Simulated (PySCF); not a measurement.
This script is equivalent to a calculation on Xe³⁺ (xenon, charge +3).

```python
from pyscf import gto, scf, dft, mp, cc
import basis_set_exchange as bse
txt = bse.get_basis("def2-SVP", elements=["Xe"], fmt="nwchem", header=False)
cut = txt.index("\nECP")
mol = gto.M(atom="Xe 0 0 0", charge=3, spin=3, symmetry="D2h",
            basis=gto.basis.parse(txt[:cut]),
            ecp={"Xe": gto.basis.parse_ecp(txt[cut:])})
mf = dft.UKS(mol, xc="B3LYP")
mf.irrep_nelec = {'Ag': (4, 4), 'B1g': (1, 1), 'B2g': (1, 1), 'B3g': (1, 1), 'B1u': (2, 1), 'B2u': (2, 1), 'B3u': (2, 1)}
mf.kernel()
```

Task: What total energy does it give?

Result: -327.103 hartree (calculated).

Task: Which occupied shell lies highest, and where?

Result: 5p α, at -39.170 eV.

Task: What is ⟨S²⟩, and what would a pure spin state give?

Result: 3.750, against 3.75.

Energies and moments cover only the electrons outside the core potential.
